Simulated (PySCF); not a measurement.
Working out the ionisation energy of C²⁺

C²⁺ [He] 2s2 (1S) → C³⁺ [He] 2s1 (2S). Calculation: PySCF 2.14, in x2c-QZVPPall with one added diffuse shell each of s, p, d, f type (8s5p4d3f1g, 73 functions); the spin-free X2C one-electron Hamiltonian (Gaussian nucleus). Frozen: nothing. Energies in hartree (1 hartree = 27.21139 eV):

| part | C²⁺ (lower) | C³⁺ (upper) |
| --- | --- | --- |
| UHF | -36.423676 | -34.740656 |
| MP2 opposite-spin | -0.063069 | -0.017360 |
| MP2 same-spin | -0.000824 | -0.000421 |

**Question.** What does Hartree-Fock give?

**Answer.** (-34.740656) − (-36.423676) = 1.683020 hartree = 45.797 eV.

**Question.** What do MP2 and SCS-MP2 (6/5 opposite-spin, 1/3 same-spin) give?

**Answer.** The opposite-spin parts differ by 1.244 eV and the same-spin parts by 0.011 eV. MP2: 45.797 + (1.244) + (0.011) = 47.052 eV. SCS-MP2: 45.797 + 1.2 × (1.244) + (0.011)/3 = 47.293 eV.

Measured between the centres of the two terms (NIST): 47.888 eV, so MP2 (valence and next inner shell) is off by -0.836 eV.

What remains against the reference includes basis incompleteness and correlation beyond second order.
